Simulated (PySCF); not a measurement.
Selenium: a sound run and one with changed settings

Sound run: Se+ [Ar] 3d10 4s2 4p3, Se(2+) [Ar] 3d10 4s2 4p2. Computed with PySCF 2.14 in jorge-DZP-DKH (8s6p2d1f, 43 functions), with scalar relativity by spin-free X2C-1e. In the sound run the correlated levels freeze [Ar] 3d10. The sound run starts from symmetry-adapted Hartree-Fock orbitals and uses a fine grid where one is needed.

Changed run: basis STO-3G, all-electron and non-relativistic. This setting is unsound on purpose.

```
species   method  sound run (hartree)  changed run (hartree)  converged
    Se+      UHF          -2427.62254            -2373.29984        yes
    Se+    B3LYP          -2429.36472            -2374.49929        yes
    Se+    M06-L          -2429.22570            -2374.58455        yes
    Se+      MP2          -2427.64960            -2373.29984        yes
 Se(2+)      UHF          -2426.85370            -2372.53530        yes
 Se(2+)    B3LYP          -2428.58189            -2373.71924        yes
 Se(2+)    M06-L          -2428.44949            -2373.78741        yes
 Se(2+)      MP2          -2426.88091            -2372.54313        yes
 Se(2+)  CCSD(T)          -2426.88988            -2372.54903        yes
```

Ionisation energy of Se+:

```
 method  sound run (eV)  changed run (eV)
    UHF          20.921            20.804
  B3LYP          21.302            21.226
  M06-L          21.122            21.691
    MP2          20.917            20.591
SCS-MP2          20.851            20.548
```

A minimal basis cannot let orbitals breathe on ionisation and holds almost no correlation. The Hamiltonian changed with the basis, so the totals do not compare.

For comparison, NIST gives 21.196 ± 0.01 eV between the lowest levels.
